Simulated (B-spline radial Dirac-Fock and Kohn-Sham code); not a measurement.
Nb⁴⁺ 3p3/2: cross section and angular parameters

System: Nb⁴⁺ in the configuration [Kr] 4d1; threshold 409.7 eV (orbital energy of the model). The computed values come from a radial atomic solver: Dirac-Hartree-Slater photoionisation with a Latter tail; cross sections with all multipoles, angular parameters from the dipole term and its interference with E2.

```
hν (eV)  σ (kb)      β       γ      δ
    419     422  0.188  -0.123  0.113
    449     415  0.603   0.078  0.099
    502     385  0.971   0.224  0.061
   1320    95.2  1.630  -0.011  0.003
   2000    40.7  1.622   0.154  0.008
   2480    25.0  1.594   0.294  0.013
   2770    19.3  1.574   0.375  0.015
   2940       ?      ?       ?      ?
 2984.4    16.1  1.559   0.433  0.017
   4000    7.73  1.488   0.683  0.029
   4650    5.20  1.443   0.821  0.037
 5414.7    3.44  1.394   0.962  0.047
   5440    3.40  1.392   0.967  0.047
   5660    3.05  1.379   1.004  0.050
 8047.8    1.12  1.244   1.333  0.084
   9410   0.704  1.178   1.475  0.104
  11400   0.393  1.092   1.640  0.134
  13400   0.238  1.016   1.771  0.163
  13600   0.227  1.009   1.782  0.166
  15000   0.166  0.961   1.857  0.186
```

Question: Give the values at 2940 eV.

Answer: σ = 16.7 kb, β = 1.562, γ = 0.421, δ = 0.017.
